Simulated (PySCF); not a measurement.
## `O(C)[C@@H]1C[C@@H]1Br`, C4H7BrO

Molfile (atoms numbered from 1):
```
C4H7BrO
     RDKit          3D

 13 13  0  0  0  0  0  0  0  0999 V2000
    1.9815   -0.1767    0.0187 C   0  0  0  0  0  0  0  0  0  0  0  0
    0.7520   -0.7964   -0.2943 O   0  0  0  0  0  0  0  0  0  0  0  0
   -0.3175   -0.3063    0.4322 C   0  0  2  0  0  0  0  0  0  0  0  0
   -1.6862   -0.5419   -0.1260 C   0  0  0  0  0  0  0  0  0  0  0  0
   -1.1265    0.8477   -0.1017 C   0  0  2  0  0  0  0  0  0  0  0  0
   -0.5965    1.6424   -1.7668 Br  0  0  0  0  0  0  0  0  0  0  0  0
    2.7292   -0.6577   -0.6072 H   0  0  0  0  0  0  0  0  0  0  0  0
    2.2357   -0.3238    1.0752 H   0  0  0  0  0  0  0  0  0  0  0  0
    1.9614    0.8961   -0.1980 H   0  0  0  0  0  0  0  0  0  0  0  0
   -0.1789   -0.3418    1.5143 H   0  0  0  0  0  0  0  0  0  0  0  0
   -1.7297   -1.0431   -1.0810 H   0  0  0  0  0  0  0  0  0  0  0  0
   -2.4951   -0.7864    0.5458 H   0  0  0  0  0  0  0  0  0  0  0  0
   -1.5339    1.5884    0.5711 H   0  0  0  0  0  0  0  0  0  0  0  0
  1  2  1  0
  2  3  1  0
  3  4  1  0
  4  5  1  0
  5  6  1  0
  5  3  1  0
  1  7  1  0
  1  8  1  0
  1  9  1  0
  3 10  1  1
  4 11  1  0
  4 12  1  0
  5 13  1  1
M  END
```

Theory: TDDFT wB97X-D/aug-cc-pVDZ circular dichroism and optical rotation, one conformer, gas phase (PySCF 2.14.0). Geometry: GFN2-xTB.

The molecule is flexible and this is one conformer; a measurement averages over conformers. The calculation is non-relativistic, which matters for the atoms heavier than Zn.

Stereocentres: C3 R, C5 S.

Question: Give the optical rotatory dispersion at 633, 589.3, 546, 436, 405, 365, 355 nm.

Answer: [α] in deg dm⁻¹ (g/mL)⁻¹:
| λ (nm) | origin-invariant length gauge | modified velocity gauge | length gauge (centre of mass) | isotropic polarisability (au) |
| --- | --- | --- | --- | --- |
| 633 | +235.0 | +235.9 | +236.0 | 74.4 |
| 589.3 | +274.6 | +275.7 | +275.8 | 74.6 |
| 546 | +325.0 | +326.2 | +326.3 | 74.9 |
| 436 | +543.6 | +545.3 | +545.7 | 76.3 |
| 405 | +648.5 | +650.5 | +651.0 | 76.9 |
| 365 | +839.2 | +841.4 | +842.2 | 78.0 |
| 355 | +901.0 | +903.2 | +904.1 | 78.4 |

Question: And for the mirror image at 589.3 nm?

Answer: -274.6 deg dm⁻¹ (g/mL)⁻¹ (origin-invariant length gauge): the same size and the opposite sign.

Question: What is the molar rotation [Φ] = [α]·M/100 of the geometry above at 589.3 nm?

Answer: With M = 151.00 g/mol, +414.7 deg cm² dmol⁻¹ (origin-invariant length gauge).

The first excitation lies at 5.74 eV (216 nm) with R = -1.3 × 10⁻⁴⁰ esu² cm² (velocity form).
